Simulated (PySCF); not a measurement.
# From a computed spectrum to the compound

A species of 5 atoms with charge 0 has these harmonic modes (PBE0, small Gaussian bases with core potentials, PySCF 2.14.0):

| cm⁻¹ | km/mol | symmetry |
| --- | --- | --- |
| -3 | – | au |
| 16 | 18.9 | bu |
| 40 | 0.0 | ag |
| 116 | 73.6 | au |
| 152 | 33.8 | bu |
| 174 | 0.0 | ag |
| 272 | 143.3 | bu |
| 276 | 0.0 | ag |
| 691 | 818.4 | bu |

**Question.** Which species is it, and in which structure?

**Answer.** Sm2OCl2 (singlet in the valence; each metal's 4f electrons, 6 of them, lie in its core potential, out of spins and levels):
```xyz
5

Sm   -0.9492   -0.1195    1.9223
Sm    0.9492    0.1195   -1.9223
O     0.0000    0.0000    0.0000
Cl    0.5835    0.0735    4.1071
Cl   -0.5835   -0.0735   -4.1071
```
 Negative wavenumbers this small are taken as noise. An lcecp potential fixes the number of 4f electrons, so in runs with it no electron can move into or out of that shell.
 The answer isn't unique; the calculation gave this one.
